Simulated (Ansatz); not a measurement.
```csv
atom,x (Å),y (Å),z (Å)
C,0.0429,0.0231,-0.1909
H,-0.0360,0.8966,0.5370
H,0.0445,-0.8464,0.5222
```

Basis set: aug-cc-pVDZ (spherical functions). Left uncorrelated: 1 orbital. Charge 0, multiplicity 1.

Computed with Ansatz (development build ahead of 0.2.0); each method stands on the lowest determinant of its kind that the runs found. Restricted open shells among the atoms or ions are ROHF, correlated in semicanonical orbitals with singles.

The atomization energy at this shape (free ground-state atoms in the same class of orbitals less the molecule, no zero-point energy) of singlet CH₂:

| method | atomization energy |
| --- | --- |
| RHF | 5.49 eV |

(1) What does RHF-MP2 give?

Answers

(1) 7.08 eV. Caution: another spin multiplicity may lie lower; in another basis set an unrestricted determinant lies well below.
